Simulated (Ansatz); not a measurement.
Species: CH₆OSi, SMILES `C[SiH2]O` (C–Si–O–H torsion 69°) (charge 0, multiplicity 1).

Question: Give a relaxed geometry from B3LYP-D3(BJ)/def2-TZVP (Ansatz, a first-principles code).

Answer: One answer among several that fit: the end point of this relaxation, one of several conformers (outside a Z-matrix the atoms follow the SMILES, hydrogens last).
Z-matrix (Å, degrees):
```
Si
O 1 1.6565
H 2 0.9598 1 118.45
H 1 1.4784 2 104.93 3 -171.08
H 1 1.4870 4 109.38 2 -118.46
C 1 1.8680 4 110.60 5 -120.00
H 6 1.0918 1 111.05 4 -59.15
H 6 1.0926 7 108.13 1 122.58
H 6 1.0933 7 108.08 8 116.25
```
